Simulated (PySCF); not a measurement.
**Peak assignment**

Atoms are numbered as in `[F:1][C:2]([F:3])([F:4])[CH2:5][SiH2:6][P:7]([SiH3:8])[SiH3:9]`. Hydrogens are named by the atom that carries them.

PySCF calculation with geometry from PBE0-D3(BJ)/def2-SVP and σ from GIAO-B97-2/pcSseg-1; in vacuum, non-relativistic Hamiltonian, one averaged value for each set of equivalent atoms, one computed conformer.

Referencing at the same level of theory: $^{13}$C (183.69 ppm), $^{1}$H (31.38 ppm) vs TMS.

Task: Assign these signals to the numbered atoms. $^{13}$C{$^{1}$H} NMR (computed): δ 130.0, 21.7.

Result: 
130.0 → C2, CF3 carbon: 3 electronegative neighbours deshield it
21.7 → C5, sp3 CH2 bonded to Si

Task: Assign these signals to the numbered atoms. $^{1}$H NMR (400 MHz, computed): δ 4.32 (m, 2H), 4.01 (m, 6H), 1.62 (m, 2H).

Result: 
```tsv
δ (ppm)	atoms	environment	reason
4.32	H(Si6)	hydrogen on a silicon bonded to C, P	–
4.01	H(Si8)/H(Si9)	hydrogen on a silicon bonded to P	–
1.62	H(C5)	hydrogen on an sp3 CH2 bonded to Si	–
```

Splittings by $^{19}$F and $^{31}$P in the carbon and heteronuclear signals aren't shown, as no couplings were computed. Shifts are as computed. Against solution values, carbons near 30 ppm lie about +1 ppm off and those near 130 ppm about +2 ppm. Of 1309 compounds with measured shifts, 239 miss one by over three times the rms of a fit or turn the order of signals round; such compounds aren't used in these exercises. Multiplicities follow the n + 1 count of equivalent neighbours, as no J values were calculated; m marks all less simple cases, F and P coupling included.
